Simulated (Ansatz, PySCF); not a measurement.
Spin states of FeHO (SMILES [OH][Fe]), each relaxed with B3LYP-D3(BJ)/def2-TZVP.
State 1 (charge 0, multiplicity 4):
```xyz
3

Fe    -0.855    -0.672    -0.841
O      0.275    -0.102     0.412
H      0.547     0.821     0.359
```
State 2 (charge 0, multiplicity 6):
```xyz
3

Fe    -0.900    -0.751    -0.866
O      0.241    -0.036     0.337
H      0.626     0.834     0.459
```

Singlets are restricted, other states unrestricted; no spin–orbit coupling, no relativity up to Kr; see below for the cores. The largest T1 diagnostic is 0.031.

Codes used: Ansatz (a quantum-chemistry and plane-wave program); PySCF for the dispersion terms. Each number belongs to the level named beside it.

PBE/def2-TZVPP gives 0.113 eV for the energy of the multiplicity-6 state less that of the multiplicity-4 state.

How do the other levels lie against it? Give each less PBE: PBE-D3(BJ)/def2-TZVPP, r2SCAN/def2-TZVPP, B3LYP/def2-TZVPP.

PBE-D3(BJ)/def2-TZVPP 0.000; r2SCAN/def2-TZVPP -0.270; B3LYP/def2-TZVPP -0.080 eV. 1 of 3 lie above PBE; the widest gap is to r2SCAN/def2-TZVPP.

Doubts at one or more of the structures used: a spin-contaminated determinant (PBE/def2-TZVPP, PBE-D3(BJ)/def2-TZVPP, r2SCAN/def2-TZVPP, B3LYP/def2-TZVPP).
